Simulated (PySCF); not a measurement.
A calculated (LDA, PySCF 2.14, pcseg-2, no relativity, point nucleus) atom or ion has these occupied shells.

| shell | electrons | orbital energy (eV) | rms radius, mean of both spins (bohr) |
| --- | --- | --- | --- |
| 1s α | 1 | -380.37 | 0.268 |
| 1s β | 1 | -378.58 | 0.268 |
| 2s α | 1 | -19.583 | 1.49 |
| 2s β | 1 | -15.242 | 1.49 |
| 2p α | 3 | -8.395 | 1.64 |

Task: Name the element and its charge.

Result: N (nitrogen, neutral), in [He] 2s2 2p3, high-spin 4S determinant.
